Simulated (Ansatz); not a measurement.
`COB(N)F` and `C[SiH2]OB(N)F` differ in one atom or group.

Ansatz, PBE0-D4/def2-TZVP geometries, multiplicity 1. Each molecule was computed in one conformer, which needn't be the lowest.

| property | `COB(N)F` |
| --- | --- |
| HOMO energy (PBE0/def2-TZVPP) / eV | -7.67 |
| size of the dipole moment (B3LYP/def2-TZVPP) / D | 0.81 |
| HOMO energy (PBE/def2-TZVPP) / eV | -6.17 |
| LUMO energy (B3LYP/def2-TZVPP) / eV | 0.57 |
| HOMO energy (B3LYP/def2-TZVPP) / eV | -7.43 |
| HOMO–LUMO gap (PBE/def2-TZVPP) / eV | 6.31 |

(1) Give the same properties after the change, and the shifts. (Best estimate.)

Results:

(1) The calculation gave: 
```csv
property,`C[SiH2]OB(N)F`,shift
HOMO energy (PBE0/def2-TZVPP) / eV,-7.96,-0.29
size of the dipole moment (B3LYP/def2-TZVPP) / D,1.93,1.12
HOMO energy (PBE/def2-TZVPP) / eV,-6.50,-0.33
LUMO energy (B3LYP/def2-TZVPP) / eV,0.32,-0.25
HOMO energy (B3LYP/def2-TZVPP) / eV,-7.72,-0.29
HOMO–LUMO gap (PBE/def2-TZVPP) / eV,6.30,-0.01
```

Dipoles are sizes alone; their direction can turn.

B3LYP here is the variant with VWN-RPA as its local correlation; programs differ in this.
